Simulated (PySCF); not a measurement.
In(Cl)2(vinyl) (C2H3Cl2In), SMILES [Cl][In]([Cl])[CH]=C.

The structure is a stationary point at B3LYP-D3(BJ)/def2-SVP. The structure was generated by enumeration; whether it is a known compound was not checked. The def2 effective core potentials stand for the cores of In; spin–orbit coupling is left out. One conformer was computed; it need not be the lowest.

Two levels are set side by side: PBE/def2-TZVP (PySCF) and ωB97X/def2-TZVP (PySCF). Same geometry, gas phase. Differences are taken from unrounded values.

| quantity | ωB97X |
|---|---|
| orbital gap (eV) | 10.69 |
| highest occupied level (eV) | -10.87 |
| lowest empty level (eV) | -0.18 |
| dipole moment (D) | 3.90 |
| mean polarisability (bohr³) | 82.5 |

What does PBE give, and how far is it from ωB97X? (An estimate is asked for; the answer gives what the named calculation found.)


| quantity | PBE | PBE minus ωB97X |
|---|---|---|
| orbital gap (eV) | 4.46 | -6.23 |
| highest occupied level (eV) | -7.27 | 3.60 |
| lowest empty level (eV) | -2.81 | -2.63 |
| dipole moment (D) | 3.82 | -0.08 |
| mean polarisability (bohr³) | 88.0 | 5.5 |

Without exact exchange PBE keeps part of each electron's self-repulsion, which lifts occupied levels and narrows the gap. Loosely held outer electrons make PBE densities more polarisable. Differences between two approximate levels are no errors against the true value.

Rough cost on one machine, each run with all the roots and properties that it gave: ωB97X against PBE within a factor of 2.
